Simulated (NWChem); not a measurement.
## Basis-set convergence for CH$_{4}$OSi

```xyz
7

O      0.7834     1.5334     0.0000
C     -0.2483     0.9031     0.0000
Si    -0.2126    -1.0400     0.0000
H     -1.2391     1.4431     0.0000
H      0.5182    -1.4878     1.2179
H      0.5182    -1.4878    -1.2179
H     -1.5979    -1.5935     0.0000
```
Charge 0, spin multiplicity 1.

Everything below was run with NWChem. The geometry was optimised at B3LYP/def2-SVP, a minimum by its harmonic frequencies.

Quantity: dipole moment at the level PBE0.

The Pople sets run with spherical d functions. The structure started from a generated list of species.

```
basis        functions  dipole moment (D)
-----------  ---------  -----------------
cc-pVDZ             66         (withheld)
def2-SVP            66               2.02
pcseg-1             66               2.27
6-31+G*             66               2.28
6-311G**            86               2.09
def2-SVPD           99         (withheld)
aug-cc-pVDZ        109         (withheld)
def2-TZVP          123               2.15
cc-pVTZ            150               2.10
def2-TZVPP         160               2.15
```

Task: Fill in the missing entries.

Result: 
- cc-pVDZ, dipole moment (D): 1.94
- def2-SVPD, dipole moment (D): 2.25
- aug-cc-pVDZ, dipole moment (D): 2.20
